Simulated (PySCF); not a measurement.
Calculation: PySCF 2.14.0 with PBE0-D4/def2-TZVP // PBE0-D4/def2-SVP. All species are isolated molecules in the gas phase. One relaxed conformer stands for a flexible species; it need not be the lowest. Excitations are Tamm–Dancoff values on a coarser integration grid. The basis has no diffuse functions, so Rydberg states are missing or too high.

Reference species: [In(F)3(H2O)] (neutral, multiplicity 1).

```yaml
LUMO: -2.50 eV
HOMO–LUMO gap: 8.04 eV
S1 oscillator strength: 0.011
S1–T1 gap (TDA): 0.58 eV
```

Changed species: [In(F)3(NH3)] (adduct with NH3; the reference has adduct with H2O).

Task: Give the shifts of the LUMO, HOMO–LUMO gap, S1 oscillator strength and S1–T1 gap (TDA).

Result: the LUMO increases by 0.66 eV, to -1.84 eV; the HOMO–LUMO gap goes up by 0.15 eV, to 8.19 eV; the S1 oscillator strength falls by 0.011, to 0.000; the S1–T1 gap (TDA) hardly moves.
